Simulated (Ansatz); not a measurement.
Input:

```yaml
crystal:
  periodic: [false, false, false]
  atoms:
    - { symbol: Al, position_ang: [0.035967, -0.118552, 0.048331] }
    - { symbol: O, position_ang: [0.018523, -0.231348, 1.730408] }
    - { symbol: Si, position_ang: [-1.393071, -0.470125, 2.621527] }
    - { symbol: H, position_ang: [-2.063338, -1.727948, 2.309692] }
    - { symbol: H, position_ang: [-1.009329, -0.49965, 4.022648] }
    - { symbol: H, position_ang: [-2.366237, 0.601945, 2.439895] }
    - { symbol: F, position_ang: [1.458451, 0.375181, -0.562059] }
    - { symbol: O, position_ang: [-1.140756, -0.416024, -1.122148] }
    - { symbol: Si, position_ang: [-2.601239, -1.185801, -0.777651] }
    - { symbol: H, position_ang: [-2.420529, -2.538265, -0.260576] }
    - { symbol: H, position_ang: [-3.423025, -0.456758, 0.182346] }
    - { symbol: H, position_ang: [-3.339217, -1.273656, -2.026314] }
basis:
  gaussian: { orbitals: STO-3G }
hamiltonian:
  xc: lda
md:
  timestep: 0.25
  n_steps: 150
  ensemble: nvt_nose_hoover
  temperature: 100.0
  initial_velocities: maxwell_boltzmann
  seed: 628654
  nose_hoover: { tau: 300.0, chain_length: 3 }
```

Command:

```bash
$ ansatz run input.yaml --threads 1 --pin off --max-ram 2048MiB --backend cpu --events-out ev --progress --plain --runs-dir out
```

Hardware: 1 thread of Arm Neoverse V1, with other jobs on the host.

Task: Roughly how long does this run take, and how much memory?

Result: 6 min, with a peak of 0.1 GiB, for 151 ionic steps.
